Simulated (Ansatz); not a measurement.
Frontier orbitals of C11H10, SMILES `Cc1ccc2ccccc2c1`.

The species carries charge 0 and has multiplicity 1. The structure was optimised at the PBE0-D4/def2-TZVP level. Basis def2-TZVPP, Ansatz 0.2.0.

Orbital energies of one run (eV). Highest occupied ones, from the top: -6.02, -6.69, -7.91, -8.89, -9.05, -9.27, -9.96, -10.57, -10.65, -10.84, -11.38, -11.61, -11.63, -12.12. Empty: -1.22, -0.51, 0.42, 1.18, 1.45, 1.69.

Task: Which functional gave them?
A. B97M-V
B. B3LYP
C. revPBE
D. BHLYP

Result: B. HOMO energies: B3LYP -6.02, B97M-V -5.45, BHLYP -6.89, revPBE -5.29 eV.

B3LYP here is the variant with VWN-RPA as its local correlation; programs differ in this.
